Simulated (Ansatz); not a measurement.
C$_{3}$H$_{10}$S$_{3}$Si (SMILES CS[SiH](SC)SC), singlet, at a GFN2-xTB geometry; CASSCF(2,4)/STO-3G run with Ansatz (a quantum-chemistry and plane-wave program).

Ansatz was given this input:
Ansatz 0.2 input:
```yaml
crystal:
  periodic: [false, false, false]
  atoms:
    - {symbol: Si, position_ang: [0.18053418, 0.03890502, -0.45969307]}
    - {symbol: S, position_ang: [-1.60765095, 1.20595217, -0.32419050]}
    - {symbol: C, position_ang: [-0.89405714, 2.86079144, -0.10771649]}
    - {symbol: S, position_ang: [-0.24726977, -2.01961889, -0.06291968]}
    - {symbol: C, position_ang: [-1.84523217, -2.18299613, -0.90813811]}
    - {symbol: S, position_ang: [1.64684066, 0.76882557, 0.91694317]}
    - {symbol: C, position_ang: [2.73798246, -0.67807694, 1.01918221]}
    - {symbol: H, position_ang: [0.71338556, 0.15373422, -1.81648929]}
    - {symbol: H, position_ang: [-0.39956860, 3.16300763, -1.02486157]}
    - {symbol: H, position_ang: [-1.72165775, 3.52735635, 0.10986029]}
    - {symbol: H, position_ang: [-0.19161731, 2.84550035, 0.71884199]}
    - {symbol: H, position_ang: [-1.69628511, -2.10190692, -1.97970142]}
    - {symbol: H, position_ang: [-2.22848726, -3.16581586, -0.65564627]}
    - {symbol: H, position_ang: [-2.52036041, -1.41034685, -0.55590323]}
    - {symbol: H, position_ang: [3.45562620, -0.46810904, 1.80497618]}
    - {symbol: H, position_ang: [3.24790011, -0.81283531, 0.07111428]}
    - {symbol: H, position_ang: [2.15070817, -1.55610680, 1.26621848]}
basis:
  gaussian:
    orbitals: STO-3G
hamiltonian:
  xc: hf
magnetization: {spin_polarized: false}
correlation: {active_space: {window: {electrons: 2, orbitals: 4}}}
```

### Question
Write the output that Ansatz gives for this input, abridged.

### Answer

```
Functional definition: HF
750 factors; integrals over basis functions are off by at most 2.6e-5 eV
mean field evaluation 1: about -43079.0510 eV, gradient 2.7e1 eV
mean field evaluation 2: about -43079.2901 eV, gradient 2.7e1 eV
mean field evaluation 4: about -43082.6700 eV, gradient 1.5e0 eV
mean field evaluation 8: about -43082.6812 eV, gradient 2.3e-6 eV
mean field -43082.68119411 eV, -1583.2593313932 hartree, gradient 5.3e-7 eV, S^2 0.000000; 0 other end points of the search recorded, 0 dependent functions left out
reference -43082.68119411 eV, -1583.2593313932 hartree; 45, 45 occupied and 16, 16 virtual orbitals, 750 factors
state -43083.17873642 eV, -1583.2776157361 hartree
Total energy: -43083.17873642 eV, -1583.2776157361 hartree
```
